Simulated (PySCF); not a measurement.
Zn(F)(SiMe3), SMILES C[Si](C)([Zn][F])C (C₃H₉FSiZn) at its GFN2-xTB optimised geometry (Å):

```
15

Zn    -1.3012    -1.7607    -1.8496
F     -3.0818    -1.7275    -1.8408
Si    -0.3009    -0.6893     0.0000
C     -0.9353     1.1179     0.0000
C      1.6113    -0.6893     0.0000
C     -0.9336    -1.5839     1.5711
H     -0.7009     1.6202     0.9341
H     -0.4925     1.6968    -0.8056
H     -2.0135     1.1466    -0.1292
H      2.0135    -0.1805    -0.8695
H      2.0131    -1.6968     0.0098
H      1.9820    -0.1778     0.8824
H     -0.4927    -2.5715     1.6734
H     -2.0122    -1.7075     1.5356
H     -0.6947    -1.0220     2.4695
```

Method: B3LYP/def2-TZVP in PySCF.

Map of the Laplacian of the electron density (e/bohr⁵) on the plane z = 1.2 Å:

```
|===========================|
|===========================|
|===========================|
|===========================|
|===========================|
|===========================|
|===========================|
|===========================|
|===========-===============|
|===========================|
|===========================|
|===========================|
|===========================|
|===========================|
|===========================|
|===========================|
|========++=-===============|
|=========-- ===============|
|========--@-=+=============|
|=========++==+=============|
|=========++================|
|===========================|
|===========================|
|===========================|
|===========================|
|===========================|
|===========================|
```
Scale: ten equal steps from -0.774 (start of ' ') to 0.986 (end of '@'), in the order ' .:-=+*#%@'; x runs from -4.50 to 4.50, y from -4.50 (bottom) to 4.50 (top).
